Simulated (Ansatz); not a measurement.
The cluster Li₄S₂⁺. Total charge 1; doublet. Geometry PBE-D4/def2-TZVP, basis def2-TZVP, Ansatz.

| atom | x (Å) | y (Å) | z (Å) |
| --- | --- | --- | --- |
| Li1 | 0.287 | -0.164 | 0.025 |
| Li2 | -2.028 | 2.605 | 0.999 |
| Li3 | 3.560 | -2.934 | 1.259 |
| Li4 | -2.357 | 0.885 | -2.425 |
| S5 | -1.434 | 1.172 | -0.498 |
| S6 | 1.973 | -1.564 | 0.639 |

```csv
run,HOMO (eV),LUMO (eV)
A,-8.13,-7.20
B,-7.89,-7.69
C,-7.78,-7.45
D,-8.52,-6.81
E,-9.41,-5.69
```

HSE06 is defined as in plane-wave codes, on full-range PBE exchange. Another isomer (doublet) lies 0.46 eV lower at PBE0-D4/def2-TZVP; other spin states weren't run for this one.

HOMO and LUMO are taken over both spins.

Task: The runs used BHLYP, HSE06, PBE, PBE0, r2SCAN. Estimate which is which.

Result: A HSE06 (range-separated); B PBE (0 % exact exchange); C r2SCAN (0 % exact exchange); D PBE0 (25 % exact exchange); E BHLYP (50 % exact exchange). Exact exchange lowers occupied and raises empty levels; among semilocal functionals meta-GGAs tend to open the gap a little, and such runs are hard to tell apart. The gap grows from 0.21 eV (PBE) to 3.72 eV (BHLYP).
